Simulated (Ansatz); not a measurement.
Relaxation of C₂H₁₂AlNSi (17 atoms, charge 0, multiplicity 1), to a largest force component of 0.03 eV/Å in at most 50 steps.

The calculation used RKS B3LYP/def2-SVP (Ansatz 0.2.0).

```xyz
17
Properties=species:S:1:pos:R:3:forces:R:3
Al -0.949 0.170 -0.257 -0.44 -0.82 -0.47
C 1.963 -1.013 0.658 0.24 -0.52 -0.03
C -0.552 -0.330 -2.118 -0.01 -0.04 -0.03
N -2.072 -0.870 0.662 -0.05 -0.06 0.07
H 1.607 0.013 0.723 -0.04 0.29 0.01
Si -0.141 2.108 0.805 0.25 1.00 0.49
H 2.533 -1.241 1.572 -0.03 0.00 -0.07
H 1.118 -1.717 0.580 0.07 0.06 0.02
H 2.614 -1.119 -0.225 -0.06 0.01 0.08
H 0.277 0.255 -2.551 -0.01 -0.02 0.01
H -0.289 -1.400 -2.209 -0.02 0.06 -0.01
H -1.439 -0.162 -2.757 0.05 -0.01 0.01
H -2.491 -1.728 0.308 0.01 0.03 0.01
H -2.385 -0.716 1.618 0.04 0.01 -0.09
H 1.146 2.579 0.195 0.01 0.00 0.00
H -1.082 3.275 0.734 0.00 -0.01 0.00
H 0.143 1.895 2.263 0.00 0.00 0.00
```

Where does it end, and by what steps?

The run converged. The force dipped under the threshold on the way, but the program's further checks kept it going. After 41 steps the energy has fallen by 0.175 eV; H5 moved furthest, 2.10 Å.

| step | energy less start (eV) | largest force component (eV/Å) | accepted |
| --- | --- | --- | --- |
| 0 | 0.0000 | 1.000 | yes |
| 2 | -0.1131 | 0.120 | yes |
| 4 | -0.1217 | 0.140 | yes |
| 6 | -0.1272 | 0.207 | yes |
| 8 | -0.1329 | 0.110 | yes |
| 10 | -0.1374 | 0.128 | yes |
| 12 | -0.1390 | 0.362 | no |
| 14 | -0.1413 | 0.011 | yes |
| 16 | -0.1431 | 0.283 | no |
| 18 | -0.1485 | 0.081 | yes |
| 20 | -0.1469 | 0.258 | no |
| 22 | -0.1543 | 0.074 | yes |
| 24 | -0.1582 | 0.208 | yes |
| 26 | -0.1637 | 0.105 | yes |
| 28 | -0.1655 | 0.187 | no |
| 30 | -0.1702 | 0.061 | yes |
| 32 | -0.1721 | 0.089 | yes |
| 34 | -0.1737 | 0.036 | yes |
| 36 | -0.1744 | 0.040 | yes |
| 38 | -0.1748 | 0.032 | yes |
| 40 | -0.1751 | 0.014 | yes |
| 41 | -0.1753 | 0.007 | yes |

```xyz
17
Properties=species:S:1:pos:R:3
Al -1.103 0.516 -0.534
C 2.570 -2.022 1.276
C -1.267 0.227 -2.469
N -1.105 -0.893 0.563
H 3.246 -1.156 1.314
Si -0.859 2.726 0.527
H 2.577 -2.532 2.250
H 1.551 -1.684 1.041
H 2.916 -2.720 0.499
H -0.387 0.621 -3.006
H -1.370 -0.839 -2.733
H -2.145 0.759 -2.877
H -1.195 -1.865 0.277
H -1.038 -0.846 1.576
H 0.499 3.314 0.281
H -1.850 3.718 -0.001
H -1.042 2.675 2.014
```

Whether the end is a true minimum wasn't checked by a vibrational analysis.

Time of the run: 2.6 min on 4 threads of Arm Neoverse N1 (shared host), peak memory 0.36 GiB.
